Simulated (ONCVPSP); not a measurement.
## An all-electron radial function and its pseudo partner (As)

Columns: radius, all-electron u(r) and pseudo u(r) of the 4p shell (level -5.20 eV) of arsenic in the configuration [Ar] 3d10 4s2 4p3; PBE, scalar-relativistic, ONCV scheme, ONCVPSP 4.0.1.

```csv
r (bohr),all-electron,pseudo
0.095,0.1675,0.0033
0.190,0.0567,0.0132
0.285,-0.1406,0.0293
0.380,-0.2586,0.0514
0.475,-0.2773,0.0797
0.570,-0.2243,0.1143
0.665,-0.1311,0.1551
0.760,-0.0210,0.2011
0.855,0.0916,0.2510
0.950,0.1982,0.3033
1.045,0.2946,0.3564
1.140,0.3788,0.4095
1.235,0.4504,0.4614
1.330,0.5100,0.5107
1.425,0.5583,0.5555
1.520,0.5964,0.5938
1.615,0.6253,0.6240
1.710,0.6461,0.6457
1.805,0.6596,0.6596
1.900,0.6669,0.6669
1.995,0.6688,0.6688
2.090,0.6662,0.6662
2.185,0.6597,0.6597
2.280,0.6501,0.6501
2.375,0.6378,0.6378
2.470,0.6235,0.6234
```

**Question.** How many radial nodes do the two functions have?

**Answer.** The all-electron 4p function has n − l − 1 = 2; the pseudo-wave has 0, since the states of the same l below it are removed with the core.

**Question.** At about which radius was the pseudo-wave matched?

**Answer.** 1.90 bohr. The columns agree to 0.0005 from 1.71 bohr on; several derivatives are matched, so the curves merge somewhat inside the radius.

**Question.** Where does each function peak?

**Answer.** Outermost all-electron maximum near 2.00 bohr, pseudo maximum near 2.00 bohr (to the table’s step).

**Question.** Is the pseudo-wave norm-conserving?

**Answer.** Yes: the ONCV scheme keeps the norm inside the radius equal to the all-electron one, which fixes the energy derivative of the logarithmic derivative at the level.
